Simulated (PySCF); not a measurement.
A calculated (B3LYP, PySCF 2.14, def2-TZVP, no relativity, point nucleus) atom or ion has these occupied shells.

```
shell  electrons  orbital energy (eV)  rms radius, mean of both spins (bohr)
 1s α          1             -10885.6                                 0.0554
 1s β          1             -10885.5                                 0.0554
 2s α          1              -1389.3                                  0.232
 2s β          1              -1389.2                                  0.232
 2p α          3              -1240.2                                  0.205
 2p β          3              -1240.2                                  0.205
 3s α          1              -203.66                                  0.680
 3s β          1              -203.43                                  0.680
 3p α          3              -153.84                                  0.705
 3p β          3              -153.69                                  0.705
 3d α          5              -67.210                                  0.809
 3d β          5              -67.005                                  0.809
 4s α          1              -41.614                                   2.00
```

Problem. Name the element and its charge.

Solution. Ge³⁺ (germanium, charge +3), in [Ar] 3d10 4s1, 2S determinant.
